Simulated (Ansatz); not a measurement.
## Interaction energy ladder

The pair of F⁻ (SMILES [F-], atom 1) and N2 (SMILES N#N, atoms 2–3), both closed shells, in one local arrangement (a lower one may exist), relaxed at PBE0-D4/def2-TZVPD:

```
3
angstrom
F -0.0145 -0.0790 -1.8432
N 0.0945 0.5148 0.6673
N -0.0799 -0.4357 1.1759
```

Computed with Ansatz 0.2.0 (basis: def2-TZVPPD, with def2-QZVPPD for the basis limit); correlated methods freeze the cores. B3LYP uses VWN-RPA correlation. Extrapolation: Hartree–Fock as exp(−7.88 √X), correlation as X^−2.97. Interaction energies count from these two fragments, frozen as in the pair, with the counterpoise correction; negative means bound.

Problem. What is the interaction energy by CCSD(T) at an estimated basis limit (MP2 extrapolated from triple and quadruple zeta, plus CCSD(T) − MP2 in triple zeta)? (An estimate is asked for; the value comes from the calculation.)

Solution. The calculation gives: -14.0 kJ/mol. Hartree–Fock alone gives -6.8 kJ/mol at the basis limit. It counts from the two fragments frozen as in the pair.

The same quantity by other methods in triple zeta, and each one's difference from that estimate:
| method | E_int (kJ/mol) | difference |
| --- | --- | --- |
| PBE-D4 | -22.5 | -8.5 |
| revPBE-D4 | -19.1 | -5.1 |
| BLYP-D4 | -19.6 | -5.7 |
| r2SCAN-D4 | -22.4 | -8.5 |
| B97M-V | -20.2 | -6.2 |
| PBE0-D4 | -17.4 | -3.5 |
| B3LYP-D4 | -17.0 | -3.0 |
| HSE06-D4 | -17.6 | -3.6 |
| wB97X-V | -14.9 | -1.0 |
| wB97M-V | -15.0 | -1.1 |
| B2PLYP | -12.9 | 1.0 |
| HF | -6.5 | 7.4 |
| MP2 | -11.2 | 2.7 |
| CCSD | -11.0 | 2.9 |
| CCSD(T) | -12.2 | 1.8 |
Differences are method less estimate.

Problem. Which atoms make the shortest contact between the fragments?

Solution. F1 and N2, 2.58 Å apart.

Basis-set superposition shift (counterpoise-corrected less uncorrected): CCSD(T) 1.5; MP2 1.5; HF 0.1; PBE0-D4 0.1; wB97M-V 0.2 kJ/mol.

T1 diagnostic: at most 0.023.

For scale, one of the runs: CCSD(T)/def2-TZVPPD, 114 basis functions, launched by `ansatz run in.yaml --threads 2 --pin off --events-out ev --progress --plain --max-ram 5222MiB`. Hardware: 2 CPU threads, shared host. Wall time about 3.8 s.
